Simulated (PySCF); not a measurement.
CH7BN2O.
Atom-mapped SMILES: `[NH2:1][B:2]([NH2:3])[CH2:4][OH:5]` (hydrogens: H6, H7 on N1; H8, H9 on N3; H10, H11 on C4; H12 on O5)

Level of theory: PBE0-D3(BJ)/def2-SVP geometry optimisation, gas phase in PySCF 2.14.0.

(1) Give the optimised bond lengths and angles.

## Answers

(1) 
```tsv
bond	length (Å)	order
N1–B2, B2–N3	1.413	single
B2–C4	1.597	single
C4–O5	1.419	single
N1–H6 and 3 like bonds	1.010	single
C4–H10, C4–H11	1.108	single
O5–H12	0.963	single
```

Bonds in one row agree within 0.01 Å and their mean is given. Orders are formal, as drawn. A selection of angles:
```tsv
angle	degrees
B2–N1–H6	124.3
B2–N1–H7	122.3
H6–N1–H7	113.4
N1–B2–N3	123.4
N1–B2–C4	120.3
N3–B2–C4	116.3
B2–N3–H8	118.7
B2–N3–H9	125.7
H8–N3–H9	114.8
B2–C4–O5	113.6
B2–C4–H10	108.5
B2–C4–H11	111.5
O5–C4–H10	106.1
O5–C4–H11	111.4
H10–C4–H11	105.0
C4–O5–H12	106.8
```

Dihedral angles: N1–B2–C4–O5 -163° (antiperiplanar); H12–O5–C4–B2 58° (synclinal). The mirror-image conformer, all signs reversed, is as good.

O5 (alcohol oxygen) is bent (angle 106.8°). N1 (boron-bound nitrogen) is planar (angles 124.3°, 122.3° and 113.4°, sum 360.0°, 0.01 Å off the plane of its three neighbours). B2 (three-coordinate boron) is planar (angles 123.4°, 120.3° and 116.3°, sum 360.0°, 0.00 Å off the plane of its three neighbours). Of the pairs four or more bonds apart, O5···H8 is among the closest relative to their van der Waals radii: 2.42 Å, 89 % of the sum of Bondi's values.

Point group: C1 (no symmetry element, even within 0.4 Å). PBE0-D3(BJ)/def2-SVP frequencies: not computed here. The numbers are those of one conformer (N1–B2–C4–O5 -163°, B2–C4–O5–H 58°).
